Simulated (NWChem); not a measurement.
System: C2H4BFO2; SMILES FB1OCCO1

```xyz
10

F      0.0000     0.0000    -2.0972
B      0.0000     0.0000    -0.7737
O      0.0418    -1.1533    -0.0392
C     -0.0597    -0.7752     1.3409
C      0.0597     0.7752     1.3409
O     -0.0418     1.1533    -0.0392
H     -1.0245    -1.1186     1.7311
H      0.7387    -1.2622     1.9088
H      1.0245     1.1186     1.7311
H     -0.7387     1.2622     1.9088
```
Atoms are numbered in this order, from 1.

Computed with NWChem. Medium grid unless said otherwise, to which SCAN and Minnesota functionals are sensitive. Coordinates come from a B3LYP/6-31G* (spherical d) optimisation. Hybrids' shares of exact exchange are those that their runs print; pure functionals count as 0. The functionals differ in more than this share.

```csv
row,share of exact exchange,highest occupied level (eV)
PBE/def2-TZVP,0.00,-6.82
"LDA (Slater exchange, VWN5)/def2-TZVP",0.00,-6.96
B3LYP/def2-TZVP,0.20,-8.17
PBE0/def2-TZVP,0.25,-8.39
M06-2X/def2-TZVP,0.54,withheld
```

Problem. Fit a straight line of the last column on the one before it, predict the withheld value, and compare with the run.

Solution. 
1. Means of the 4 shown rows: x = 0.113, y = -7.585. Slope Σ(x − x̄)(y − ȳ)/Σ(x − x̄)² = -0.3183/0.05188 = -6.135; intercept -6.895.
2. The shown rows scatter about the line by 0.058 (root mean square); the largest residual is +0.07, at PBE/def2-TZVP.
3. At x = 0.54 (M06-2X/def2-TZVP; beyond the shown range) the line gives -10.21.
4. The run gives -9.96, +0.25 from the line, 4.3 times the scatter.
